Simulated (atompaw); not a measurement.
**Pseudopotential generation for Ca: PAW (atompaw), PBE, scalar-relativistic.**

- Element: Ca
- Generator: atompaw 4.2.0.5
- Type: PAW
- Functional: PBE
- Relativity: scalar-relativistic
- Frozen core: [Ne]
- Valence charge: 10
- Reference configuration: 3s2 3p6 3d0 4s1.5 4p0.5
- Partial waves: 3s (bound): rc 1.66 bohr; 4s (bound): rc 2.86 bohr; 3p (bound): rc 1.66 bohr; 4p (bound): rc 2.62 bohr; 3d (bound, empty): rc 2.86 bohr; 3d channel at 1.65 Ry: rc 2.36 bohr
- Local potential: troulliermartins scheme with l = 3 at 0.5 Ry, radius 2.74 bohr
- Core correction: smooth core density matched at 2.04 bohr
- Augmentation charge: sinc compensation charge, radius 2.36 bohr; PAW radius 2.86 bohr; waves and projectors: custom polynom2 7 10 vanderbiltortho

All-electron outer shells of the reference configuration (PBE, scalar-relativistic, ld1.x):

```json
{"shell": "2s", "level (eV)": "-415.08", "outermost node (bohr)": "0.10", "outermost maximum (bohr)": "0.30"}
{"shell": "2p", "level (eV)": "-335.45", "outermost node (bohr)": "–", "outermost maximum (bohr)": "0.25"}
{"shell": "3s", "level (eV)": "-47.79", "outermost node (bohr)": "0.45", "outermost maximum (bohr)": "0.99"}
{"shell": "3p", "level (eV)": "-28.70", "outermost node (bohr)": "0.42", "outermost maximum (bohr)": "1.04"}
{"shell": "4s", "level (eV)": "-4.11", "outermost node (bohr)": "1.43", "outermost maximum (bohr)": "3.38"}
{"shell": "3d", "level (eV)": "-2.50", "outermost node (bohr)": "–", "outermost maximum (bohr)": "1.27"}
{"shell": "4p", "level (eV)": "-1.69", "outermost node (bohr)": "1.62", "outermost maximum (bohr)": "4.34"}
```

Estimate the cutoffs (Ry, on a coarse ladder) from which the occupation-weighted sum of valence levels, in a spherical-Bessel basis at the reference potential, stays within 10 and 1 mRy of its value at 400 Ry.

21 Ry and 35 Ry.

What does a ghost test show?

No extra level below or beside the all-electron valence levels (s, p, d, f tested).

Is the overlap operator S = 1 + Σ q|β⟩⟨β| positive definite (Bessel basis up to 400 Ry)?

Yes: its lowest eigenvalue is 0.39 (s channel).

Which valence shell sets the plane-wave cutoff?

3p: its level needs 25 Ry to come within 1 mRy, against 18 Ry for 3s.
